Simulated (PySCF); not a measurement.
## `C#CP(C)[Si](C)(C)C`: 4 charge schemes on one density

Compound: C₆H₁₃PSi.
Atom-mapped SMILES: `[CH:1]#[C:2][P:3]([CH3:4])[Si:5]([CH3:6])([CH3:7])[CH3:8]` (hydrogens: H9 on C1; H10, H11, H12 on C4; H13, H14, H15 on C6; H16, H17, H18 on C7; H19, H20, H21 on C8)

Structure used (GFN2-xTB), in Å, numbered top down from 1:
```xyz
21
C6H13PSi angstrom
C      2.4042    2.1994   -0.8767
C      2.0413    1.1921   -0.3279
P      1.6424   -0.2621    0.5775
C      1.9068   -1.4807   -0.8041
Si    -0.6194   -0.0293    0.4470
C     -1.0649    1.4180    1.6069
C     -1.2735    0.3396   -1.3156
C     -1.3794   -1.6599    1.0936
H      2.6952    3.0720   -1.3853
H      2.9767   -1.6024   -0.9672
H      1.4435   -1.1445   -1.7286
H      1.4896   -2.4418   -0.5105
H     -0.6085    2.3417    1.2646
H     -2.1380    1.5724    1.6551
H     -0.7099    1.2313    2.6157
H     -2.3415    0.5356   -1.3127
H     -0.7754    1.2118   -1.7293
H     -1.0943   -0.4934   -1.9893
H     -2.4603   -1.5908    1.1599
H     -1.0013   -1.8957    2.0838
H     -1.1424   -2.4962    0.4427
```

Density: PBE0/pcSseg-1 (PySCF); schemes: Mulliken, IAO, Hirshfeld and ESP-fitted. Geometry: GFN2-xTB; no solvent, vibrations or thermal averaging.

Task: Which atoms carry the highest charge in the Mulliken, IAO, Hirshfeld and ESP-fitted schemes?

Result: All schemes agree: Mulliken Si5 (+0.800); IAO Si5 (+0.902); Hirshfeld Si5 (+0.364); ESP-fitted Si5 (+0.941).

Task: Which atoms carry the lowest charge in the Mulliken, IAO, Hirshfeld and ESP-fitted schemes?

Result: All schemes pick atoms of one kind: Mulliken C8 (-0.611); IAO C8 (-0.715); Hirshfeld C6 and C8 (-0.217); ESP-fitted C6 (-0.814).

Task: For which atoms does the sign change between the 4 schemes (beyond +0.03 e in one, beyond −0.03 e in another)?

Result: C2 and P3.

Task: Tabulate the Mulliken, IAO, Hirshfeld and ESP-fitted charges.

Result: In e:

| atom | environment | Mulliken | IAO | Hirshfeld | ESP-fitted |
| --- | --- | --- | --- | --- | --- |
| C1 | terminal alkyne carbon | -0.339 | -0.239 | -0.109 | -0.589 |
| C2 | alkyne carbon | -0.027 | -0.270 | -0.112 | +0.274 |
| P3 | three-coordinate phosphorus | +0.074 | +0.274 | +0.088 | -0.369 |
| C4 | sp3 carbon bound to phosphorus | -0.467 | -0.592 | -0.160 | -0.128 |
| Si5 | four-coordinate silicon | +0.800 | +0.902 | +0.364 | +0.941 |
| C6 | Si-methyl carbon | -0.599 | -0.713 | -0.217 | -0.814 |
| C7 | Si-methyl carbon | -0.601 | -0.712 | -0.215 | -0.705 |
| C8 | Si-methyl carbon | -0.611 | -0.715 | -0.217 | -0.561 |
| H9 | alkyne hydrogen | +0.050 | +0.200 | +0.091 | +0.339 |
| H10 | methyl hydrogen | +0.158 | +0.163 | +0.046 | +0.108 |
| H11 | methyl hydrogen | +0.155 | +0.151 | +0.041 | +0.009 |
| H12 | methyl hydrogen | +0.142 | +0.152 | +0.044 | +0.085 |
| H13 | methyl hydrogen | +0.147 | +0.160 | +0.039 | +0.187 |
| H14 | methyl hydrogen | +0.136 | +0.153 | +0.041 | +0.195 |
| H15 | methyl hydrogen | +0.141 | +0.156 | +0.040 | +0.178 |
| H16 | methyl hydrogen | +0.138 | +0.156 | +0.042 | +0.160 |
| H17 | methyl hydrogen | +0.150 | +0.161 | +0.036 | +0.156 |
| H18 | methyl hydrogen | +0.135 | +0.150 | +0.038 | +0.161 |
| H19 | methyl hydrogen | +0.140 | +0.156 | +0.043 | +0.114 |
| H20 | methyl hydrogen | +0.142 | +0.156 | +0.040 | +0.133 |
| H21 | methyl hydrogen | +0.136 | +0.151 | +0.038 | +0.124 |

Mean size of the charges over all atoms: IAO 0.309 e, ESP-fitted 0.301 e, Mulliken 0.252 e, Hirshfeld 0.098 e. Each set sums to the total charge, 0, to within 0.001 e. The Mulliken scheme counts on each atom the diagonal of the density matrix times the overlap matrix over that atom's basis functions. The IAO scheme counts the electrons in orthogonalised intrinsic atomic orbitals, a minimal basis polarised so that it spans the occupied orbitals exactly.

Task: How closely do the schemes follow one another over all atoms?

Result: Correlation coefficient and root-mean-square difference: IAO with Hirshfeld 0.99, 0.264 e; Mulliken with IAO 0.98, 0.097 e; Mulliken with Hirshfeld 0.96, 0.210 e; Mulliken with ESP-fitted 0.90, 0.177 e; Hirshfeld with ESP-fitted 0.84, 0.296 e; IAO with ESP-fitted 0.83, 0.233 e.

Task: How many electrons does the ESP-fitted scheme count on C8?

Result: Z − q = 6 − (-0.561) = 6.561.
